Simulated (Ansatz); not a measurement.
The cluster Al4P3. The state is a doublet with charge 0. Geometry B3LYP-D4/def2-SVP, basis def2-TZVP, Ansatz.

```csv
atom,x (Å),y (Å),z (Å)
Al1,0.3219,0.4773,2.3975
Al2,1.0094,1.0233,-0.2882
Al3,-0.6879,-0.8174,-1.6654
Al4,-1.0757,-1.0599,0.9984
P5,1.7625,1.9562,1.6080
P6,-2.1051,-2.1862,-0.5814
P7,0.7749,0.6068,-2.4689
```

```json
{"run": "A", "HOMO (eV)": "-5.18", "LUMO (eV)": "-4.56"}
{"run": "B", "HOMO (eV)": "-5.44", "LUMO (eV)": "-4.38"}
{"run": "C", "HOMO (eV)": "-6.44", "LUMO (eV)": "-3.21"}
{"run": "D", "HOMO (eV)": "-5.94", "LUMO (eV)": "-3.98"}
{"run": "E", "HOMO (eV)": "-6.13", "LUMO (eV)": "-3.83"}
```

Another isomer (doublet) lies 0.17 eV lower at PBE0-D4/def2-TZVP; other spin states weren't run for this one.

HOMO and LUMO are taken over both spins.

Task: The runs used BHLYP, PBE, PBE0, r2SCAN, r2SCAN0. Estimate which is which.

Result: A PBE (0 % exact exchange); B r2SCAN (0 % exact exchange); C BHLYP (50 % exact exchange); D PBE0 (25 % exact exchange); E r2SCAN0 (25 % exact exchange). Exact exchange lowers occupied and raises empty levels; among semilocal functionals meta-GGAs tend to open the gap a little, and such runs are hard to tell apart. The gap grows from 0.62 eV (PBE) to 3.23 eV (BHLYP).
